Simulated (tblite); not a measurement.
Species: C3H7FGaN.
Atom-mapped SMILES: `[CH3:1][C:2]#[N+:3][GaH2-:4][CH2:5][F:6]` (hydrogens: H7, H8, H9 on C1; H10, H11 on Ga4; H12, H13 on C5)

Structure used (GFN2-xTB), in Å, numbered top down from 1:
```xyz
13
C3H7FGaN angstrom
C      2.469   -0.031   -0.585
C      1.329   -0.479    0.136
N      0.414   -0.859    0.717
Ga    -1.500   -0.392    1.248
C     -2.027    0.450   -0.530
F     -0.855    1.226   -0.763
H      2.126    0.568   -1.430
H      3.047   -0.881   -0.945
H      3.089    0.588    0.064
H     -2.021   -1.781    1.676
H     -1.098    0.608    2.359
H     -2.126   -0.190   -1.417
H     -2.851    1.173   -0.547
```

Computed values, GFN2-xTB/tblite, gas phase, harmonic and unscaled. Against measured fundamentals such values can be off by several per cent, at times by over 20. Modes of hydrogen on gallium can be 10 to 20 % off. One conformer, not necessarily the lowest.

Harmonic wavenumbers (cm⁻¹): 30.4, 49.3, 58.2, 69.9, 149.4, 157.8, 228.9, 355.4, 366.1, 376.1, 444.1, 500.9, 532.1, 603.9, 704.4, 901.8, 981.1, 986.3, 1013.6, 1160.6, 1206.4, 1351.8, 1383.0, 1388.0, 1420.7, 1713.0, 1760.3, 2360.8, 2882.9, 2907.2, 3008.7, 3013.9, 3015.6.

A = 3501, B = 1494, C = 1102 MHz; mass 144.982 u (most abundant isotopes); point group C1, symmetry number 1.

Task: Zero-point energy?

Result: ½Σν̃ = 18541 cm⁻¹ = 53.01 kcal/mol.

Task: What is S at 298.15 K and 1 bar for an ideal gas of classical rigid rotors and harmonic oscillators?

Result: Translation 40.85, rotation 28.41, vibration 33.16: S = 102.4 cal/(mol K).

Task: And Cp and H(298.15 K) − H(0)?

Result: Cp = 34.32 cal/(mol K), of which vibrations give 26.37 (their classical limit is 33 R = 65.6); H(298.15 K) − H(0) = 6.98 kcal/mol without the zero-point energy, 4.61 from vibrations.

Task: How do the functions run with temperature in this model?

Result: 
```
 T (K)  S (cal/(mol K))  Cp (cal/(mol K))  H − H(0) (kcal/mol)  G − H(0) (kcal/mol)  ln q(vib)
    50             61.2              15.6                 0.59                -2.47       1.19
   100             73.5              20.2                 1.49                -5.86       3.03
373.15            110.6              38.5                 9.72               -31.55      10.79
   500            122.7              44.5                14.99               -46.36      13.74
   750            142.5              53.0                27.25               -79.61      18.87
  1000            158.5              58.6                41.24              -117.30      23.33
```

q(vib) and H(0) count from the zero-point level.

Task: Blend soft modes into free rotors: weight 1/[1 + (100 cm⁻¹/ν̃)⁴] for the oscillator and the rest for a rotor with moment μB/(μ + B), μ = h/(8π²ν), B = 10⁻⁴⁴ kg m². What vibrational entropy results?

Result: 28.37 cal/(mol K) in place of 33.16, which changes −T·S at 298.15 K by +1.43 kcal/mol.

Task: Which modes carry the vibrational entropy at 298.15 K?

Result: 30.4 cm⁻¹: 5.80; 49.3 cm⁻¹: 4.85; 58.2 cm⁻¹: 4.52; 69.9 cm⁻¹: 4.16; 149.4 cm⁻¹: 2.68; 157.8 cm⁻¹: 2.58 cal/(mol K); the other 27 give 8.58 together.

Task: What must be added to the electronic energy to get the Gibbs energy at 298.15 K and 1 bar?

Result: ZPE + [H(298.15 K) − H(0)] − T·S = 53.01 + 6.98 − 30.54 = 29.45 kcal/mol.

Hindered rotation and anharmonicity are outside this model. Other conformers, if any are populated, would add a mixing term that is left out. The structure is chiral; the term R ln 2 for an equal mix with its mirror image is left out.
